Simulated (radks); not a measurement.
Kr7+, configuration [Ar] 3d10 4s1.

All-electron calculation, scalar-relativistic Kohn-Sham, PBE, spin-polarised, spherical densities, finite nucleus; open shells are filled with parallel spins first; Fermi nuclear charge, rms radius 4.1884 fm. Program: a radial shooting solver on a logarithmic mesh with Libxc functionals.

Energy parts (eV):
| part | energy |
|---|---|
| total | -75549.616 |
| kinetic | 77288.329 |
| electron-nucleus | -178858.081 |
| Hartree | 28556.322 |
| exchange-correlation | -2536.186 |

Orbitals (lengths in bohr, moments of r in powers of bohr; r(max) is where P^2 peaks):
orbital  occ.  eigenvalue (eV)      <r>   r(max)
1s up       1        -14276.51  0.04149  0.02708
1s down     1        -14276.35  0.04149  0.02708
2s up       1        -1979.801   0.1835   0.1542
2s down     1        -1979.694   0.1835   0.1542
2p up       3        -1764.156   0.1600   0.1234
2p down     3        -1764.042   0.1600   0.1234
3s up       1        -377.1127   0.5285   0.4664
3s down     1        -376.8245   0.5282   0.4664
3p up       3        -308.2480   0.5376   0.4623
3p down     3        -307.9250   0.5370   0.4623
3d up       5        -194.1132   0.5454   0.4094
3d down     5        -193.7209   0.5436   0.4092
4s up       1        -119.5040    1.328    1.224
4s down     0        -117.2739    1.323    1.222

The highest occupied level is 4s up at -119.50 eV. For comparison, the ionisation energy in NIST's Atomic Spectra Database is 125.80 eV (measured). In exact Kohn-Sham theory the highest level is minus the ionisation energy, but local and semilocal functionals leave it too shallow, through self-interaction and a potential that decays too fast; potentials with the right tail come closer.
